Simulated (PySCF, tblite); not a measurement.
A database entry of computed molecular properties. Lists by class give the value and the number of equivalent atoms.

```json
{
 "formula": "C5H9O2",
 "smiles": "COC/[C]=C\\CO",
 "charge": 0,
 "multiplicity": 2,
 "geometry_level": "GFN2-xTB",
 "electronic_structure_code": "PySCF",
 "results": {
  "GFN2-xTB geometry": {
   "point_group": "C1",
   "rotational_constants_GHz": [4.492, 1.774, 1.354]
  },
  "GFN2-xTB harmonic vibrations, gas phase": {
   "strongest_ir_bands_cm-1_km_per_mol_modes": [
    [583.8, 179.2, 1],
    [1069.9, 78.6, 1],
    [1100.2, 120.3, 1],
    [1345.0, 99.5, 1],
    [2815.0, 73.0, 1],
    [3360.5, 148.3, 1]
   ],
   "zpe_kcal_per_mol": 80.6
  },
  "UKS B3LYP, pcH-1 on C H O, non-relativistic, mean-field spin-orbit, GIAO": {
   "g_iso": 2.0022,
   "g_tensor": [2.00169, 2.00216, 2.00275],
   "s2": 0.758,
   "a_iso_by_class_MHz": [
    ["13C", 276.3, 1],
    ["1H", 129.4, 1],
    ["13C", 72.4, 1],
    ["17O", -59.1, 1],
    ["13C", 43.7, 1]
   ]
  }
 }
}
```

The rotational constants make it an asymmetric top with κ = (2B − A − C)/(A − C) = -0.73, nearer the prolate limit (−1). At 9.50 GHz, hν = g·μB·B₀ (B₀ the magnetic field) puts the centre of the isotropic spectrum, to first order, at 339.0 mT. The zero-point energy, half the sum of the 42 harmonic wavenumbers, equals 28170 cm⁻¹ or 337 kJ/mol. With B = h/(8π²I), that is 505.379 GHz u Å² over I, the principal moments of inertia are 112.5, 284.9 and 373.4 u Å² (most abundant isotopes); the inertial defect Ic − Ia − Ib is -24.0 u Å² (zero for a rigid planar frame, negative otherwise).

 In GFN2-xTB open shells enter through the occupations alone, without spin polarisation, so single modes can be far off. Hyperfine couplings depend on the geometry, which wasn't re-optimised at a DFT level. Couplings of like nuclei are plain means over topologically equivalent atoms, as if these changed places fast (by rotation of a methyl-like group, say); in this geometry the members of some sets differ.

For the vibration job (GFN2-xTB), time: 0.36 s wall. Hardware: Arm Neoverse V2, one thread, shared host with 96 logical CPUs at a one-minute load of 88.

Shape of the structure used: `[CH3:1][O:2][CH2:3]/[C:4]=[CH:5]\[CH2:6][OH:7]`: C1–O2–C3–C4 180°, O2–C3–C4–C5 30°, C4–C5–C6–O7 20°, H–O7–C6–C5 -50°.

One conformer stands for the species.
